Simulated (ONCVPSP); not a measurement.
Tl: one change to an ONCV potential, before and after

```json
{"Element": "thallium", "Generator": "ONCVPSP 4.0.1", "Type": "optimised norm-conserving Vanderbilt (ONCV)", "Functional": "PBE", "Relativity": "scalar-relativistic", "Frozen core": "[Xe] 4f14", "Valence charge": "13", "Reference configuration": "5d10 6s2 6p1", "Partial waves": "6s: rc 1.90 bohr, ncon 4, nbas 7, qcut 2.6 1/bohr, 1 projector; 6p: rc 2.95 bohr, ncon 4, nbas 8, qcut 2.6 1/bohr, 2 projectors, debl 0.9 Ha; 5d: rc 1.75 bohr, ncon 3, nbas 7, qcut 8.5 1/bohr, 2 projectors, debl 1.6 Ha", "Local potential": "polynomial inside 1.30 bohr (lpopt 4, dvloc0 0 Ha)", "Core correction": "Teter function fitted to the true core (icmod 2), fcfact 0.75"}
```

All-electron outer shells of the reference configuration (PBE, scalar-relativistic, ld1.x):

```csv
shell,level (eV),outermost node (bohr),outermost maximum (bohr)
4f,-114.03,–,0.36
5p,-76.10,0.50,0.91
5d,-15.49,0.53,1.11
6s,-9.55,1.04,2.08
6p,-2.37,1.23,2.91
```

Change: s: qcut 1.7; p: qcut 1.7; d: qcut 5.6.

Cutoffs: the cutoffs (Ha) at which the residual kinetic energy of the hardest occupied pseudo-wave falls to 1 and 0.1 mHa per electron; they do not see the model core or the augmentation charge, which bear on the density cutoff. Errors are all-electron minus pseudo energies relative to the spin-unpolarised reference configuration.

Problem. What does the change do?

Solution. The potential gets harder (24 Ha and 28 Ha → 38 Ha and 80 Ha); the bound ghosts move from s to d, s; the errors of the 3 common tests hardly move; the range in which the d phases agree narrows (upper end at the end of the scan → 2.6).

| quantity | base | changed |
| --- | --- | --- |
| cutoff, loose | 24 Ha | 38 Ha |
| cutoff, tight | 28 Ha | 80 Ha |
| loose cutoff by channel | s 12 Ha, p 2.4 Ha, d 24 Ha | s 24 Ha, p 2.2 Ha, d 38 Ha |
| bound ghosts | s | s, d |
| GHOST(+) flags under 300 eV | p at 21.4 eV | p at 21.1 eV |
| tests with a reliable result | 3 of 4 | 3 of 4 |
| error for 5d10 6s2 6p0, meV [ΔE 5.17 eV] | -3.2 | -3.3 |
| error for 5d10 6s1 6p0, meV [ΔE 25.95 eV] | -18 | -17 |
| error for 5d10 6s2 6p0.5, meV [ΔE 1.85 eV] | -0.9 | -0.9 |
| s: phases at 1.93 bohr within 0.05 rad from the reference energy up to (Ha; the scan ends near 5) | 2.0 | 2.1 |
| p: phases at 3.00 bohr within 0.05 rad from the reference energy up to (Ha; the scan ends near 5) | 1.8 | 1.8 |
| d: phases at 1.77 bohr within 0.05 rad from the reference energy up to (Ha; the scan ends near 5) | to the end of the scan | 2.6 |
| rms error of d²Exc/dni dnj with the model core, mHa | 0.58 | 0.67 |

 A true bound ghost makes a file unfit for plane-wave use even where its test errors are small: the radial tests pick states by their node count and pass the ghost by.
